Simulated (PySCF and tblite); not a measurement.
The numbers below are computed, except where a source is named.
Molecule: C7H14, numbered as in [CH3:1][C@@H:2]1[CH2:3][CH2:4][C@@H:5]([CH3:6])[CH2:7]1; H are named by their carrier, a and b as at the first point (Å):

```
C1      -2.437    0.236   -0.171
C2      -0.973    0.146   -0.588
C3      -0.375   -1.250   -0.320
C4       0.603   -1.063    0.840
C5       1.148    0.353    0.648
C6       2.251    0.405   -0.405
C7      -0.096    1.133    0.209
H1a     -2.548   -0.020    0.881
H1b     -3.045   -0.449   -0.758
H1c     -2.814    1.245   -0.323
H2      -0.910    0.374   -1.655
H3a     -1.149   -1.978   -0.079
H3b      0.155   -1.613   -1.201
H4a      0.067   -1.122    1.789
H4b      1.390   -1.816    0.844
H5       1.549    0.750    1.586
H6a      3.098   -0.206   -0.101
H6b      1.889    0.042   -1.362
H6c      2.599    1.428   -0.537
H7a      0.164    2.012   -0.380
H7b     -0.640    1.473    1.092
```

The ring 2–3–4–5–7 is held at Altona–Sundaralingam phase angles P (ν_j = ν_max cos(P + 144°(j − 2)), ν_j about the bond from ring atom j to j + 1, counted from 0) and the rest relaxed at GFN2-xTB. Energies: PBE0/pcSseg-1 + D3(BJ). Couplings: B3LYP/6-31G* with H pcJ-1, gas phase, for ¹H. (tblite 0.8, PySCF 2.14.)

**Question.** How do the most sensitive couplings change along the phase angle P?

**Answer.** 
```
phase angle P °  ³J(H3a,H4b)  ³J(H3b,H4a)  ³J(H5,H7a)  ³J(H2,H7b)  ³J(H4b,H5)  ³J(H2,H3a)  ³J(H3b,H4b)
              0          0.3         12.9         0.2         7.2         0.4         1.8          8.6
             72          8.2          1.6         0.2        11.9         1.7        11.2         11.0
            144         13.1          0.5         7.2         7.2        11.0        11.0          6.1
            216          8.2          1.6        11.9         0.2        11.2         1.7         13.4
            288          0.3         13.0         7.2         0.2         1.7         0.4          9.6
```
Values in Hz.

**Question.** Set ³J(H3a,H4b) against its H–C–C–H torsion.

**Answer.** 84°: 0.3 Hz, 84°: 0.3 Hz, 135°: 8.2 Hz, 135°: 8.2 Hz, 168°: 13.1 Hz.

**Question.** With the energies 0.71, 0.31, 0.00, 0.30, 0.68 kcal/mol at these points, what are the Boltzmann averages at 298 K?

**Answer.** ³J(H3a,H4b) 8.2, ³J(H3b,H4a) 3.7, ³J(H5,H7a) 6.0, ³J(H2,H7b) 5.9, ³J(H4b,H5) 6.9, ³J(H2,H3a) 6.8, ³J(H3b,H4b) 9.4 Hz, over these points alone; points not sampled, such as mirror images that interchange a and b, would even out couplings that symmetry makes equal.
